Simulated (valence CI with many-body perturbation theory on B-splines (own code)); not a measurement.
E1 line list for Tc²⁷⁺

Level of theory: valence CI with perturbative core correlation (CI+MBPT): six valence electrons over a frozen Dirac-Fock core [Ne], radial functions for each j: 9 s, 9 p, 8 d, 6 f, 3 g, 1 h, with the one-electron correlation potential Σ1 (screened to all orders), the two-electron term Σ2, the three-electron term Σ3, Breit, model QED; selected single and double excitations, second order for the rest, scaled by the run's own slope (own B-spline code, finite nucleus).

No measured spectrum was set against this ion. As an estimate, large intervals hold to a few tenths of a per cent, small ones and those within an open d or f shell to about a per cent. Among the levels kept, up to 1600 cm⁻¹ of a level comes from second order outside the variational space, and about a tenth of that is noise between levels of different J, which matters for small intervals.

Lines 1 to 50 of 82 in falling wavelength, among levels below 1391600 cm⁻¹, chosen from the strongest by gf and those to the six lowest levels. Wavelengths and rates use the calculated energies. Electric multipoles are in the length gauge, E1 and E2 with the static RPA response of the core. Weak lines are less certain than strong ones. Lines between different terms over intervals too small for the method are left out, as are lines whose strength nearly cancels. The highest levels of a list are the least certain.

Levels are named by their leading jj configuration (3d3/2^4 stands for four electrons in 3d with j = 3/2), which in mixed levels can hold well under half, so a name can repeat and another be missing. Letters in brackets count levels of one name in rising energy.

| λ vac (Å) | Upper | Lower | A (s⁻¹) | S (a.u.) with core polarisation | S without |
| --- | --- | --- | --- | --- | --- |
| 255.4 | (3s 3p1/2^2 3p3/2^3) J=1 | (3s^2 3p3/2^4) J=0 | 6.52e+07 | 1.61e-03 | 1.65e-03 |
| 202.5 | (3s^2 3p1/2^2 3p3/2 3d3/2) J=1 | (3s^2 3p3/2^4) J=0 | 8.84e+07 | 1.09e-03 | 1.11e-03 |
| 176.1 | (3s 3p1/2^2 3p3/2^3) J=2 | (3s^2 3p1/2 3p3/2^3) J=2 | 1.38e+09 | 1.85e-02 | 1.90e-02 |
| 169.5 | (3s 3p1/2 3p3/2^4) J=1 | (3s^2 3p3/2^4) J=0 | 1.05e+09 | 7.57e-03 | 7.76e-03 |
| 163.9 | (3s^2 3p1/2 3p3/2^2 3d3/2) J=1 [a] | (3s^2 3p3/2^4) J=0 | 1.32e+04 | 8.63e-08 | 9.73e-08 |
| 163.5 | (3s 3p1/2^2 3p3/2^3) J=2 | (3s^2 3p1/2 3p3/2^3) J=1 | 2.40e+09 | 2.59e-02 | 2.65e-02 |
| 160.5 | (3s 3p1/2^2 3p3/2^3) J=1 | (3s^2 3p1/2 3p3/2^3) J=2 | 2.02e+09 | 1.23e-02 | 1.26e-02 |
| 149.9 | (3s 3p1/2^2 3p3/2^3) J=1 | (3s^2 3p1/2 3p3/2^3) J=1 | 1.34e+09 | 6.68e-03 | 6.84e-03 |
| 148.3 | (3s^2 3p1/2^2 3p3/2 3d5/2) J=1 | (3s^2 3p3/2^4) J=0 | 2.82e+08 | 1.36e-03 | 1.40e-03 |
| 148.1 | (3s^2 3p1/2^2 3p3/2 3d3/2) J=2 | (3s^2 3p1/2 3p3/2^3) J=2 | 5.25e+06 | 4.21e-05 | 4.32e-05 |
| 145.5 | (3s^2 3p1/2^2 3p3/2 3d3/2) J=3 | (3s^2 3p1/2 3p3/2^3) J=2 | 1.20e+07 | 1.28e-04 | 1.30e-04 |
| 139.1 | (3s^2 3p1/2^2 3p3/2 3d3/2) J=2 | (3s^2 3p1/2 3p3/2^3) J=1 | 5.57e+07 | 3.70e-04 | 3.80e-04 |
| 137.9 | (3s^2 3p1/2^2 3p3/2 3d3/2) J=1 | (3s^2 3p1/2 3p3/2^3) J=2 | 6.56e+08 | 2.55e-03 | 2.61e-03 |
| 137.4 | (3s^2 3p1/2^2 3p3/2 3d3/2) J=0 | (3s^2 3p1/2 3p3/2^3) J=1 | 3.16e+07 | 4.04e-05 | 4.19e-05 |
| 131.4 | (3s^2 3p1/2^2 3p3/2 3d5/2) J=2 | (3s^2 3p1/2 3p3/2^3) J=2 | 6.57e+08 | 3.67e-03 | 3.76e-03 |
| 130.0 | (3s^2 3p1/2^2 3p3/2 3d3/2) J=1 | (3s^2 3p1/2 3p3/2^3) J=1 | 1.68e+09 | 5.45e-03 | 5.58e-03 |
| 129.5 | (3s^2 3p1/2 3p3/2^2 3d5/2) J=1 [a] | (3s^2 3p3/2^4) J=0 | 8.09e+08 | 2.60e-03 | 2.67e-03 |
| 125.8 | (3s 3p1/2^2 3p3/2^3) J=1 | (3s^2 3p1/2^2 3p3/2^2) J=0 | 1.98e+09 | 5.84e-03 | 5.98e-03 |
| 124.2 | (3s^2 3p1/2^2 3p3/2 3d5/2) J=2 | (3s^2 3p1/2 3p3/2^3) J=1 | 7.24e+08 | 3.42e-03 | 3.51e-03 |
| 123.6 | (3s 3p1/2^2 3p3/2^3) J=2 | (3s^2 3p1/2^2 3p3/2^2) J=2 | 8.34e+09 | 3.88e-02 | 3.98e-02 |
| 122.8 | (3s^2 3p1/2^2 3p3/2 3d5/2) J=3 | (3s^2 3p1/2 3p3/2^3) J=2 | 5.60e+07 | 3.59e-04 | 3.66e-04 |
| 121.9 | (3s 3p1/2 3p3/2^4) J=0 | (3s^2 3p1/2 3p3/2^3) J=1 | 1.57e+10 | 1.41e-02 | 1.44e-02 |
| 121.7 | (3s 3p1/2 3p3/2^4) J=1 | (3s^2 3p1/2 3p3/2^3) J=2 | 1.03e+10 | 2.75e-02 | 2.82e-02 |
| 118.8 | (3s^2 3p1/2 3p3/2^2 3d3/2) J=1 [a] | (3s^2 3p1/2 3p3/2^3) J=2 | 4.54e+07 | 1.13e-04 | 1.16e-04 |
| 117.8 | (3s^2 3p1/2 3p3/2^2 3d3/2) J=1 [b] | (3s^2 3p3/2^4) J=0 | 1.57e+07 | 3.79e-05 | 3.90e-05 |
| 117.6 | (3s^2 3p1/2 3p3/2^2 3d3/2) J=2 [a] | (3s^2 3p1/2 3p3/2^3) J=2 | 4.03e+06 | 1.62e-05 | 1.64e-05 |
| 115.7 | (3s 3p1/2^2 3p3/2^3) J=1 | (3s^2 3p1/2^2 3p3/2^2) J=2 | 8.02e+09 | 1.84e-02 | 1.88e-02 |
| 115.6 | (3s 3p1/2 3p3/2^4) J=1 | (3s^2 3p1/2 3p3/2^3) J=1 | 9.38e+08 | 2.14e-03 | 2.20e-03 |
| 114.8 | (3s^2 3p1/2 3p3/2^2 3d3/2) J=3 [a] | (3s^2 3p1/2 3p3/2^3) J=2 | 5.19e+07 | 2.71e-04 | 2.75e-04 |
| 112.9 | (3s^2 3p1/2 3p3/2^2 3d3/2) J=1 [a] | (3s^2 3p1/2 3p3/2^3) J=1 | 4.20e+07 | 8.95e-05 | 9.20e-05 |
| 112.9 | (3s^2 3p1/2 3p3/2^2 3d5/2) J=1 [b] | (3s^2 3p3/2^4) J=0 | 6.90e+08 | 1.47e-03 | 1.51e-03 |
| 112.2 | (3s^2 3p1/2 3p3/2^2 3d5/2) J=3 [a] | (3s^2 3p1/2 3p3/2^3) J=2 | 6.87e+07 | 3.36e-04 | 3.42e-04 |
| 111.8 | (3s^2 3p1/2 3p3/2^2 3d3/2) J=2 [a] | (3s^2 3p1/2 3p3/2^3) J=1 | 1.19e+08 | 4.11e-04 | 4.20e-04 |
| 111.5 | (3s^2 3p1/2^2 3p3/2 3d3/2) J=1 | (3s^2 3p1/2^2 3p3/2^2) J=0 | 2.80e+09 | 5.74e-03 | 5.88e-03 |
| 110.8 | (3s^2 3p1/2 3p3/2^2 3d3/2) J=0 | (3s^2 3p1/2 3p3/2^3) J=1 | 1.61e+09 | 1.08e-03 | 1.11e-03 |
| 110.4 | (3s^2 3p1/2^2 3p3/2 3d5/2) J=1 | (3s^2 3p1/2 3p3/2^3) J=2 | 8.59e+09 | 1.71e-02 | 1.75e-02 |
| 109.1 | (3s^2 3p1/2^2 3p3/2 3d3/2) J=2 | (3s^2 3p1/2^2 3p3/2^2) J=2 | 1.83e+09 | 5.87e-03 | 6.00e-03 |
| 107.7 | (3s^2 3p1/2^2 3p3/2 3d3/2) J=3 | (3s^2 3p1/2^2 3p3/2^2) J=2 | 6.35e+08 | 2.74e-03 | 2.79e-03 |
| 105.3 | (3s^2 3p1/2^2 3p3/2 3d5/2) J=1 | (3s^2 3p1/2 3p3/2^3) J=1 | 4.16e+07 | 7.19e-05 | 7.34e-05 |
| 104.1 | (3s^2 3p1/2 3p3/2^2 3d3/2) J=2 [b] | (3s^2 3p1/2 3p3/2^3) J=2 | 2.52e+08 | 7.03e-04 | 7.16e-04 |
| 103.4 | (3s^2 3p1/2^2 3p3/2 3d3/2) J=1 | (3s^2 3p1/2^2 3p3/2^2) J=2 | 1.84e+10 | 3.02e-02 | 3.09e-02 |
| 100.7 | (3s 3p1/2 3p3/2^4) J=1 | (3s^2 3p1/2^2 3p3/2^2) J=0 | 3.48e+09 | 5.26e-03 | 5.38e-03 |
| 99.73 | (3s^2 3p1/2^2 3p3/2 3d5/2) J=2 | (3s^2 3p1/2^2 3p3/2^2) J=2 | 1.65e+10 | 4.03e-02 | 4.12e-02 |
| 99.65 | (3s^2 3p1/2 3p3/2^2 3d5/2) J=1 [a] | (3s^2 3p1/2 3p3/2^3) J=2 | 1.08e+10 | 1.58e-02 | 1.62e-02 |
| 99.60 | (3s^2 3p1/2 3p3/2^2 3d3/2) J=2 [b] | (3s^2 3p1/2 3p3/2^3) J=1 | 1.43e+09 | 3.48e-03 | 3.56e-03 |
| 98.69 | (3s^2 3p1/2 3p3/2^2 3d3/2) J=1 [a] | (3s^2 3p1/2^2 3p3/2^2) J=0 | 5.12e+09 | 7.29e-03 | 7.44e-03 |
| 97.17 | (3s^2 3p1/2 3p3/2^2 3d5/2) J=2 [a] | (3s^2 3p1/2 3p3/2^3) J=2 | 4.55e+06 | 1.03e-05 | 1.02e-05 |
| 96.06 | (3s^2 3p1/2 3p3/2^2 3d3/2) J=2 [c] | (3s^2 3p1/2 3p3/2^3) J=2 | 7.61e+06 | 1.66e-05 | 1.79e-05 |
| 95.48 | (3s^2 3p1/2 3p3/2^2 3d5/2) J=1 [a] | (3s^2 3p1/2 3p3/2^3) J=1 | 1.34e+10 | 1.73e-02 | 1.76e-02 |
| 95.32 | (3s^2 3p1/2 3p3/2^2 3d5/2) J=3 [b] | (3s^2 3p1/2 3p3/2^3) J=2 | 1.25e+10 | 3.73e-02 | 3.81e-02 |
